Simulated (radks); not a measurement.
Spherical quantum dot in the effective-mass picture: electrons in a well V = -V0 / (1 + exp((r - R)/a)) with V0 = 41.9, R = 1.46, a = 0.11, all in effective atomic units (hartree* = m*/eps^2 hartree, bohr* = eps/m* bohr), one dielectric constant everywhere. Calculated with a radial shooting solver with Libxc functionals: non-relativistic Kohn-Sham, r2SCAN, spin-polarised, spherical densities, generalised Kohn-Sham scheme. Levels are named by radial order and angular momentum (1s, 1p, 1d, 2s, ...), and open shells are averaged over m. Each electron was tried in the lowest free levels, single moves between levels near the top were tried too, and the lowest total energy was kept; such a search can miss a lower state. At N = 1 the Hartree and exchange-correlation terms need not cancel, so that row can carry a self-interaction error.

N,open shells,2S,E (hartree*),mu = E(N) - E(N-1) (hartree*),addition energy mu(N+1) - mu(N) (hartree*),e(HOMO) (hartree*),rms radius (bohr*)
1,"1s(up 1, down 0)",1,-39.2847,-39.285,1.212,-38.865,0.7512
2,none,0,-77.3568,-38.072,3.384,-37.651,0.7676
3,"1p(up 1, down 0)",1,-112.045,-34.688,0.8482,-34.276,0.8191
4,"1p(up 2, down 0)",2,-145.884,-33.839,0.8977,-33.395,0.8462
5,"1p(up 3, down 0)",3,-178.826,-32.942,1.298,-32.486,0.8642
6,"1p(up 3, down 1)",2,-210.469,-31.643,0.8268,-31.239,0.8786
7,"1p(up 3, down 2)",1,-241.286,-30.817,0.8701,-30.386,0.8901
8,none,0,-271.232,-29.947,3.793,-29.504,0.8998
9,"1d(up 1, down 0)",1,-297.386,-26.154,0.8210,-25.746,0.9158
10,"1d(up 2, down 0)",2,-322.719,-25.333,0.8330,-24.918,0.9290
11,"1d(up 3, down 0)",3,-347.218,-24.500,0.8402,-24.080,0.9402
12,"1d(up 4, down 0)",4,-370.878,-23.659,0.8442,-23.238,0.9499
13,"1d(up 5, down 0)",5,-393.693,-22.815,1.200,-22.392,0.9585
14,"1d(up 5, down 1)",4,-415.308,-21.615,0.8017,-21.216,0.9665
15,"1d(up 5, down 2)",3,-436.121,-20.813,0.8139,-20.408,0.9736
16,"1d(up 5, down 3)",2,-456.120,-19.999,0.8220,-19.589,0.9801
17,"1d(up 5, down 4)",1,-475.297,-19.177,0.8268,-18.764,0.9862
18,none,0,-493.648,-18.350,3.260,-17.936,0.9918
19,"2s(up 1, down 0)",1,-508.738,-15.091,1.222,-14.646,0.9906
20,none,0,-522.608,-13.869,1.360,-13.436,0.9896
21,"1f(up 1, down 0)",1,-535.117,-12.509,0.7869,-12.117,0.9971
22,"1f(up 2, down 0)",2,-546.840,-11.723,0.7898,-11.328,1.004
23,"1f(up 3, down 0)",3,-557.772,-10.933,0.7917,-10.537,1.010
24,"1f(up 4, down 0)",4,-567.913,-10.141,0.7929,-9.7448,1.016
25,"1f(up 5, down 0)",5,-577.262,-9.3482,0.7935,-8.9515,1.022
26,"1f(up 6, down 0)",6,-585.816,-8.5547,0.7937,-8.1579,1.027
27,"1f(up 7, down 0)",7,-593.577,-7.7610,1.100,-7.3641,1.032
28,"1f(up 7, down 1)",6,-600.238,-6.6610,0.7720,-6.2756,1.037
29,"1f(up 7, down 2)",5,-606.127,-5.8890,-,-5.5018,1.042

All shells are closed at N = 2, 8, 18, 20 (there: 1s2 1p6 1d10 2s2); the second difference of the energy has clear peaks (12 % above both neighbours; the first and last values, which can be the largest, are not judged, and half-filled shells can peak too) at N = 2, 5, 8, 13, 18, 27.
